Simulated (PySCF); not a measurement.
# Excitation energy of Al⁺ by level of theory

Al⁺ [Ne] 3s2 (1S) → Al⁺ [Ne] 3p2 (3P), as a difference of total energies. Computed with PySCF 2.14 in aug-cc-pV(D+d)Z (5s4p3d, 32 functions), with no relativity, point nucleus. Correlated levels: valence: [Ne] frozen. The calculations carry no spin-orbit coupling.

```tsv
method	excitation energy (eV)
UHF	10.691
LDA	10.638
PBE	10.384
PBE0	10.591
r2SCAN	10.215
wB97X-V	11.061
r2SCANh	10.332
B97-3	10.950
LC-wPBE	10.860
MP2 (valence)	11.249
SCS-MP2 (valence)	11.479
```

Task: How much does correlation contribute at MP2 (valence)?

Result: 11.249 − (10.691) = 0.558 eV, measured against UHF.

Errors of the correlated levels include the incompleteness of this basis and the frozen core.

For comparison: 11.680 eV (measured; NIST levels, between the centres of gravity of the two terms).
